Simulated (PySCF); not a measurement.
Species: C2H10ClPSi2.
Atom-mapped SMILES: `[CH3:1][Si@@H:2]([PH2:3])[SiH2:4][CH2:5][Cl:6]` (hydrogens: H7, H8, H9 on C1; H10 on Si2; H11, H12 on P3; H13, H14 on Si4; H15, H16 on C5)

Computed, not measured: PBE0-D3(BJ)/def2-SVP geometry optimisation, gas phase (PySCF 2.14.0).

Task: Give the optimised bond lengths and angles.

Result: 
```csv
bond,length (pm),order
C1–Si2,188.1,single
Si2–P3,227.8,single
Si2–Si4,234.4,single
Si4–C5,190.3,single
C5–Cl6,179.5,single
"C1–H7, C1–H8, C1–H9",110.0,single
Si2–H10,149.9,single
"P3–H11, P3–H12",143.1,single
Si4–H13,149.6,single
Si4–H14,150.0,single
C5–H15,110.0,single
C5–H16,110.0,single
```

Bonds in one row agree within 1 pm and their mean is given. Orders are formal, as drawn. A selection of angles:
```csv
angle,degrees
Si2–C1–H7,110.6
Si2–C1–H8,110.4
H7–C1–H8,108.5
H8–C1–H9,108.1
C1–Si2–P3,108.2
C1–Si2–Si4,112.1
C1–Si2–H10,110.7
P3–Si2–Si4,110.4
P3–Si2–H10,106.6
Si4–Si2–H10,108.7
Si2–P3–H11,94.6
Si2–P3–H12,93.7
H11–P3–H12,93.5
Si2–Si4–C5,111.0
Si2–Si4–H13,110.3
Si2–Si4–H14,110.7
C5–Si4–H13,108.8
C5–Si4–H14,107.9
H13–Si4–H14,108.2
Si4–C5–Cl6,109.6
Si4–C5–H15,111.2
Si4–C5–H16,112.5
Cl6–C5–H15,107.5
Cl6–C5–H16,107.6
H15–C5–H16,108.2
```

Dihedral angles: C1–Si2–Si4–C5 76° (synclinal); Si2–Si4–C5–Cl6 -54° (synclinal).

Si2 (SiH silicon) is tetrahedral (angles from 106.6° to 112.1°). Of the pairs four or more bonds apart, Cl6···H9 is among the closest relative to their van der Waals radii: 3.03 Å, 103 % of the sum of Bondi's values. The C–Si distances run from 1.881 Å (C1–Si2, drawn single) to 1.903 Å (Si4–C5, drawn single), a spread of 0.022 Å. P3 (three-coordinate phosphorus) is pyramidal (angles 94.6°, 93.7° and 93.5°, sum 281.7°, 0.86 Å off the plane of its three neighbours). Si4 (SiH2 silicon) is tetrahedral (angles from 107.9° to 111.0°).

Point group: C1 (no symmetry element, even within 0.4 Å). No frequency check. One conformer, not necessarily the lowest (C1–Si2–P3–H 169° and 76°, C1–Si2–Si4–C5 76°, Si2–Si4–C5–Cl6 -54°).
